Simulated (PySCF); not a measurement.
**Worked example: chemical shift, span and skew from a shielding tensor**

CH₃BClF, SMILES CB(F)Cl. Atoms are numbered in the order given.

```xyz
7

B      0.1486     0.2218    -0.3220
F      1.4391     0.4082    -0.5494
Cl    -0.2676    -0.7011     1.1300
C     -0.9286     0.7571    -1.3152
H     -1.9033     0.9343    -0.8397
H     -1.0828    -0.0116    -2.0958
H     -0.5889     1.6701    -1.8287
```

The structure is a stationary point at B3LYP-D3(BJ)/def2-SVP.

GIAO shieldings from PySCF with B3LYP/pcSseg-1, non-relativistic, no solvent. The symmetric part of the tensor of C4 has the principal values 161.6, 167.3, 190.6 ppm. The same nucleus in TMS has σ = 181.3 ppm at this level (PySCF, at its B3LYP-D3(BJ)/def2-TZVP geometry). Without spin–orbit terms, shifts of atoms bonded to Cl or Br come out too high.

Task: Work out the isotropic shielding, the ¹³C shift against TMS, the span and the skew.

Result: 
σ(iso) = (σ11 + σ22 + σ33)/3 = 173.2 ppm. δ = σ(ref) − σ(iso) = 181.3 − (173.2) = 8.1 ppm.
Span Ω = σ33 − σ11 = 29.0 ppm. Skew κ = 3(σ(iso) − σ22)/Ω = 0.61. Tumbling in solution averages the tensor to δ; in a static solid the shielding alone would spread this spin-1/2 line over Ω.
